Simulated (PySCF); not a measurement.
PySCF input file for B₂O₃, SMILES O=BOB=O, C-PCM-B3LYP/def2-SVP. Geometry optimised at PBE0-D3(BJ)/def2-SVP. Other conformers were not sampled.

```python
import numpy as np
from pyscf import gto, scf, dft
from pyscf.solvent import pcm

mol = gto.M(
    atom='''
    O     0.00000000    0.00000000   -2.51583870
    B     0.00000000    0.00000000   -1.31015787
    O     0.00000000    0.00000000    0.00000000
    B     0.00000000    0.00000000    1.31015787
    O     0.00000000    0.00000000    2.51583870
    ''',
    basis='def2-SVP',
    charge=0,
    spin=0,
    max_memory=1600,
    verbose=3,
)
mf = dft.RKS(mol, xc='b3lyp').density_fit(auxbasis='def2-universal-jkfit')
mf.grids.level = 3
mf.conv_tol = 1e-9
mf.max_cycle = 100
mf.kernel()
res = {}
for name, eps in {'water': 78.355, 'benzene': 2.2706, 'acetone': 20.493}.items():
    s = mf.PCM()
    s.with_solvent.method, s.with_solvent.eps, s.with_solvent.lebedev_order = 'C-PCM', eps, 29
    s.kernel(mf.make_rdm1())
    res[name] = (s.e_tot, eps, s.dip_moment(), s.mo_energy, s.converged)
    print(f'{name}: electrostatic solvation free energy {(s.e_tot - mf.e_tot) * 627.509474:.3f} kcal/mol')
```

Program output:

```
converged SCF energy = -275.340001938525

WARN: PCM is an experimental feature. It is still in testing.
Features and APIs may be changed in the future.

converged SCF energy = -275.351811528104
Dipole moment(X, Y, Z, Debye): -0.00000, -0.00000, -0.00000
water: electrostatic solvation free energy -7.411 kcal/mol

WARN: PCM is an experimental feature. It is still in testing.
Features and APIs may be changed in the future.

converged SCF energy = -275.346299744593
Dipole moment(X, Y, Z, Debye): -0.00000, -0.00000,  0.00000
benzene: electrostatic solvation free energy -3.952 kcal/mol

WARN: PCM is an experimental feature. It is still in testing.
Features and APIs may be changed in the future.

converged SCF energy = -275.351320608588
Dipole moment(X, Y, Z, Debye): -0.00000, -0.00000, -0.00000
acetone: electrostatic solvation free energy -7.103 kcal/mol
```

The calculation finished and met its thresholds.

Cost: roughly 20 core-seconds.
